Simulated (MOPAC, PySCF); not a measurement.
C4H5Br, SMILES `C(C(=C)Br)=C` (C–C–C–Br torsion 0°), neutral singlet in the gas phase. 

Cartesian coordinates (Å):
```xyz
10

C      1.7981     0.1381     0.4523
C      0.6796     0.1099    -0.2859
C     -0.6812    -0.0968     0.1813
C     -1.7568    -0.1123    -0.6210
Br    -0.9360    -0.3619     2.0645
H      1.7700    -0.0026     1.5335
H      2.7695     0.3001    -0.0141
H      0.7451     0.2532    -1.3701
H     -1.6219     0.0393    -1.6939
H     -2.7663    -0.2670    -0.2466
```
Charge 0, multiplicity 1.

All levels are single points at this geometry (PBE-D3(BJ)/def2-TZVP); Pople sets use spherical d functions. Orbital energies aren't observables, and empty levels follow the basis.

| level | HOMO (eV) | LUMO (eV) | gap (eV) | dipole (D) | vertical IE, Delta-SCF (eV) |
|---|---|---|---|---|---|
| PBE-D3(BJ)/def2-TZVP in PySCF | -6.03 | -2.27 | 3.75 | 1.48 | 8.81 |
| B3LYP/3-21G in PySCF | -6.46 | -1.00 | 5.46 | 1.31 | – |
| B3LYP/6-311+G** (LANL2DZ on Br) in PySCF | -6.84 | -1.61 | 5.23 | 1.53 | – |
| B3LYP/6-31G* in PySCF | -6.54 | -1.13 | 5.41 | 1.62 | 8.72 |
| B3LYP/LANL2DZ in PySCF | -6.72 | -1.38 | 5.34 | 1.65 | – |
| M06-2X/6-31G* in PySCF | -7.95 | -0.13 | 7.82 | 1.72 | – |
| PBE/6-31G* in PySCF | -5.75 | -1.89 | 3.85 | 1.59 | 8.63 |
| SVWN5/6-31G* in PySCF | -5.91 | -2.09 | 3.82 | 1.63 | 8.86 |
| HF/6-31G* in PySCF | -8.98 | 2.86 | 11.84 | 1.83 | – |
| AM1 in MOPAC | -9.55 | -0.01 | 9.54 | 1.33 | – |
| PM3 in MOPAC | -9.64 | -0.20 | 9.44 | 1.12 | – |
| PM6 in MOPAC | -9.75 | -0.30 | 9.46 | 1.55 | – |
| PM7 in MOPAC | -9.68 | -0.42 | 9.26 | 1.75 | – |
